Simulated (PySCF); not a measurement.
Vertical excitations of a molecule C₄H₅NSi from TDDFT-PBE/def2-SVPD (PySCF), as energy in eV (oscillator strength): 4.88 (0.031), 5.10 (0.002), 5.42 (0.001), 5.57 (0.003), 5.73 (0.002), 5.78 (0.001), 5.88 (0.003), 5.97 (0.005), 5.99 (0.009), 6.18 (0.045). Lowest triplet (TDA): 4.49 eV. The structure is a stationary point at B3LYP-D3(BJ)/def2-SVP. Other conformers were not sampled.

**Question.** Which molecule gave these data?
A) C#CC1=NC[SiH2]1
B) N#CC1=C[SiH2]C1
C) C#C[SiH](N)C#C
D) N#CC1=CC[SiH2]1

**Answer.** C, C#C[SiH](N)C#C
